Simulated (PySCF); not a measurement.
Bond stretch in CF, doublet.

Levels of theory: UCCSD = CCSD on UHF/6-31G, 2 core orbitals frozen in PySCF; ROKS-B3LYP = restricted open-shell B3LYP/6-31G in PySCF; UKS-wB97X-V = unrestricted wB97X-V/6-31G (PySCF 2.14.0).

Energies are in kJ/mol, each relative to the lowest point of its own curve near equilibrium.

| R / Å | UCCSD | ROKS-B3LYP | UKS-wB97X-V |
|---|---|---|---|
| 0.95 | 769.0 | 724.0 | 733.1 |
| 1.02 | 434.8 | 401.7 | 406.3 |
| 1.08 | 252.1 | 227.7 | 229.7 |
| 1.14 | 134.1 | 117.4 | 117.6 |
| 1.19 | … | 59.6 | 59.0 |
| 1.22 | … | 36.2 | 35.4 |
| 1.27 | 15.7 | 11.5 | 10.8 |
| 1.32 | 1.4 | 0.8 | … |
| 1.33 | 0.0 | 0.0 | 0.0 |
| 1.41 | 1.4 | 5.6 | … |
| 1.47 | 13.6 | 20.3 | … |
| 1.56 | 42.9 | … | 59.6 |
| 1.73 | 114.8 | 130.2 | 144.3 |

**Question.** Fill in the missing entries.

**Answer.** 
- 1.19, UCCSD: 70.9
- 1.22, UCCSD: 44.6
- 1.32, UKS-wB97X-V: 0.6
- 1.41, UKS-wB97X-V: 7.4
- 1.47, UKS-wB97X-V: 24.0
- 1.56, ROKS-B3LYP: 52.7

The scan ran from 0.95 to 5.11 Å; beyond the distances shown one of the unrestricted levels run for this scan, shown here or not, changes its spin distribution in one step. The unrestricted determinant behind UCCSD is spin-contaminated at 1.73 Å (<S²> up to 0.9, against 0.75 for a pure doublet).
